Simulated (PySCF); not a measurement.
## Selenium: a sound run and one with changed settings

Sound run: Se⁺ [Ar] 3d10 4s2 4p3, Se²⁺ [Ar] 3d10 4s2 4p2. Calculation: PySCF 2.14, in def2-SVP (5s4p3d, 32 functions); no relativity, point nucleus. The sound run starts from symmetry-adapted Hartree-Fock orbitals and uses a fine grid where one is needed.

Changed run: radial step 0.8 in ln r (0.13 in the sound run). This setting is unsound on purpose.

```
species  method  sound run (hartree)  changed run (hartree)  converged
    Se⁺     UHF          -2399.21494            -2399.21494        yes
    Se⁺   M06-L          -2400.75922            -2400.54121        yes
    Se⁺    TPSS          -2400.77245            -2400.90408        yes
   Se²⁺     UHF          -2398.44768            -2398.44768        yes
   Se²⁺   M06-L          -2399.98288            -2399.71915        yes
   Se²⁺    TPSS          -2399.98613            -2400.08383        yes
```

Ionisation energy of Se⁺:

```tsv
method	sound run (eV)	changed run (eV)
UHF	20.878	20.878
M06-L	21.125	22.369
TPSS	21.397	22.320
```

A coarse radial grid mis-integrates the density and the exchange-correlation energy, with errors of either sign; Hartree-Fock needs no grid.

For comparison, NIST gives 21.196 ± 0.01 eV between the lowest levels.
